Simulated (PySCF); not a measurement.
C6H7NS.
SMILES with atom numbers: `[CH3:1][S:2][c:3]1[cH:4][cH:5][n:6][cH:7][cH:8]1` (hydrogens: H9, H10, H11 on C1; H12 on C4; H13 on C5; H14 on C7; H15 on C8)

The same species was optimised twice, with GFN2-xTB and with PBE0-D3(BJ)/def2-SVP (PySCF), and the same property calculations (PySCF, gas phase) were run on both structures.

| coordinate | GFN2-xTB | PBE0-D3(BJ)/def2-SVP | change |
| --- | --- | --- | --- |
| C1–S2 (Å) | 1.815 | 1.798 | -0.017 |
| C3–C8 (Å) | 1.390 | 1.399 | +0.009 |
| C7–C8 (Å) | 1.386 | 1.395 | +0.009 |
| C5–N6 (Å) | 1.324 | 1.333 | +0.009 |
| C3–C4 (Å) | 1.395 | 1.403 | +0.008 |
| C4–C5 (Å) | 1.381 | 1.389 | +0.008 |
| N6–C7 (Å) | 1.320 | 1.328 | +0.008 |
| S2–C3 (Å) | 1.760 | 1.753 | -0.007 |
| C1–S2–C3 (°) | 103.9 | 103.1 | -0.8 |
| C4–C3–C8 (°) | 118.1 | 117.4 | -0.7 |
| C5–N6–C7 (°) | 117.5 | 116.8 | -0.7 |
| S2–C3–C8 (°) | 124.7 | 125.1 | +0.4 |
| C3–C8–C7 (°) | 118.1 | 118.5 | +0.4 |
| C4–C5–N6 (°) | 123.6 | 124.1 | +0.5 |
| C3–C4–C5 (°) | 118.5 | 118.8 | +0.3 |
| S2–C3–C4 (°) | 117.2 | 117.4 | +0.2 |
| C1–S2–C3–C4 (°) | -179 | 180 | -1 |

Rotational constants: A = 4451, B = 1172, C = 933.3 MHz (GFN2-xTB) against A = 4418, B = 1169, C = 930.0 MHz (PBE0-D3(BJ)/def2-SVP). Point groups within 0.08 Å: Cs and Cs. Atoms that the bonding makes alike are paired by their places after alignment.

On the GFN2-xTB structure: HOMO (eV) -6.66 [PBE0/pcSseg-1]; LUMO (eV) -0.70 [PBE0/pcSseg-1]; dipole (D) 2.89 [PBE0/pcSseg-1]; GIAO shielding of C1 (ppm) 169.1 [PBE0/pcSseg-1]; GIAO shielding of S2 (ppm) 484.2 [PBE0/pcSseg-1]; GIAO shielding of C3 (ppm) 28.3 [PBE0/pcSseg-1]; GIAO shielding of C4/C8 (mean) (ppm) 64.3 [PBE0/pcSseg-1]; GIAO shielding of C5/C7 (mean) (ppm) 31.9 [PBE0/pcSseg-1]; GIAO shielding of N6 (ppm) -74.6 [PBE0/pcSseg-1].

What do these properties become on the PBE0-D3(BJ)/def2-SVP structure?

```
                                    property          level  on GFN2-xTB  on PBE0-D3(BJ)/def2-SVP  change
                                   HOMO (eV)  PBE0/pcSseg-1        -6.66                    -6.68   -0.02
                                   LUMO (eV)  PBE0/pcSseg-1        -0.70                    -0.76   -0.06
                                  dipole (D)  PBE0/pcSseg-1         2.89                     2.94   +0.05
energy, GFN2-xTB geometry as zero (kcal/mol)  PBE0/pcSseg-1          0.0                     -0.4    -0.4
                  GIAO shielding of C1 (ppm)  PBE0/pcSseg-1        169.1                    168.1    -1.0
                  GIAO shielding of S2 (ppm)  PBE0/pcSseg-1        484.2                    489.9    +5.7
                  GIAO shielding of C3 (ppm)  PBE0/pcSseg-1         28.3                     27.3    -1.0
        GIAO shielding of C4/C8 (mean) (ppm)  PBE0/pcSseg-1         64.3                     61.7    -2.6
        GIAO shielding of C5/C7 (mean) (ppm)  PBE0/pcSseg-1         31.9                     29.5    -2.4
                  GIAO shielding of N6 (ppm)  PBE0/pcSseg-1        -74.6                    -77.7    -3.1
```

The heavy atoms differ by 0.013 Å rms after alignment. Among bonds between heavy atoms C1–S2 changes most (-0.017 Å). Changes are differences of the printed values. Neither structure is proved a minimum here.

The values belong to the conformer `[CH3:1][S:2][c:3]1[cH:4][cH:5][n:6][cH:7][cH:8]1`: C1–S2–C3–C4 180°.
